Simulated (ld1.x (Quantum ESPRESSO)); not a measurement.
# Transferability test, TM potential for thulium (Tm)

ld1.x (Quantum ESPRESSO) 7.5 input, shortened:

```
&input
   title='Tm', zed=69., rel=1, dft='PBESOL', iswitch=3,
   config='[Xe] 4f13 5d0 6s2 6p0'
 /
 &inputp
   pseudotype=2, tm=.true., lloc=0,
   nlcc=.true.
 /
4
5P  2  1   6.00   0.00  2.05  2.05  0.0
5D  3  2   0.00   0.00  2.60  2.60  0.0
4F  4  3  13.00   0.00  0.80  0.80  0.0
5S  1  0   2.00   0.00  1.20  1.20  0.0
 &test
   configts(1)='4f13 5s2 5p6 5d0 6s2 6p0'
 /
```

Occupied shells without a wave of their own: 6s. They enter only through the test configuration that unscreens the potential, and ld1.x also counts them in the model core charge.

Energies are relative to the spin-unpolarised reference configuration 4f13 5s2 5p6 5d0 6s2 6p0; without spin polarisation the order of configurations can differ from experiment. The frozen-core shift is the all-electron ΔE with the core orbitals held at their reference shape minus the fully relaxed ΔE.

ld1.x takes every shell without a wave as core, so the model core holds the 6s electrons as well and exchange and correlation see them twice. This cancels in the reference configuration, but the file is broken for other ones, and its errors say nothing about a proper core correction.

```json
{"valence configuration": "4f13 5s2 5p6 5d0 6s1 6p0", "charge": "+1", "ΔE all-electron (eV)": "6.470", "error AE − PS (meV)": "-202", "frozen-core shift (meV)": "+3.6"}
{"valence configuration": "4f13 5s2 5p6 5d0 6s0 6p0", "charge": "+2", "ΔE all-electron (eV)": "18.451", "error AE − PS (meV)": "-875", "frozen-core shift (meV)": "+9.6"}
{"valence configuration": "4f12 5s2 5p6 5d0 6s0 6p0", "charge": "+3", "ΔE all-electron (eV)": "44.914", "error AE − PS (meV)": "-1159", "frozen-core shift (meV)": "-2.4"}
{"valence configuration": "4f13 5s2 5p6 5d0 6s0 6p1", "charge": "+1", "ΔE all-electron (eV)": "10.161", "error AE − PS (meV)": "-239", "frozen-core shift (meV)": "+5.6"}
{"valence configuration": "4f13 5s2 5p5 5d0 6s2 6p0", "charge": "+1", "ΔE all-electron (eV)": "32.447", "error AE − PS (meV)": "-103", "frozen-core shift (meV)": "+46"}
{"valence configuration": "4f13 5s2 5p6 5d0 6s0 6p2", "charge": "0", "ΔE all-electron (eV)": "5.923", "error AE − PS (meV)": "-197", "frozen-core shift (meV)": "+3.8"}
{"valence configuration": "4f12 5s2 5p6 5d1 6s2 6p0", "charge": "0", "ΔE all-electron (eV)": "4.952", "error AE − PS (meV)": "-159", "frozen-core shift (meV)": "-1.2"}
```

Levels in the configuration 4f13 5s2 5p6 5d0 6s1 6p0:

```json
{"level": "4f", "all-electron (eV)": "-9.805", "pseudo (eV)": "-9.941"}
{"level": "5s", "all-electron (eV)": "-60.168", "pseudo (eV)": "-60.313"}
{"level": "5p", "all-electron (eV)": "-33.669", "pseudo (eV)": "-33.803"}
{"level": "6s", "all-electron (eV)": "-9.152", "pseudo (eV)": "-9.556"}
```

A variational frozen-core shift is positive and of second order in the change. This column holds negative values, so the frozen-core run of ld1.x carries numerical noise or an error of first order here, and the column gives no more than the rough size of the effect.

A Bessel basis up to 400 Ry misses an occupied level by 0.03 Ry, so cutoffs and ghosts were not judged.
